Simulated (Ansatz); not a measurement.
Z-matrix (Å, degrees):
```
Zr
Cl 1 2.3297
Cl 1 2.3297 2 109.47
Cl 1 2.3297 2 109.47 3 120.00
Cl 1 2.3297 2 109.47 3 -120.00
```
Charge 0, multiplicity 1.

Method: frozen-core CCSD(T)/def2-TZVPP // r2SCAN-D4/def2-SVP (Ansatz, an electronic-structure program).

```json
{
 "HF energy": "-1884.92663 Ha",
 "MP2 correlation energy": "-1.09414 Ha"
}
```

Question: Estimate the CCSD correlation energy, the (T) correction, the total energy and the T1 diagnostic.

Answer: 
* **CCSD correlation energy**: -1.14280 Ha
* **(T) correction**: -0.05602 Ha
* **CCSD(T) total energy**: -1886.12545 Ha
* **T1 diagnostic**: 0.016
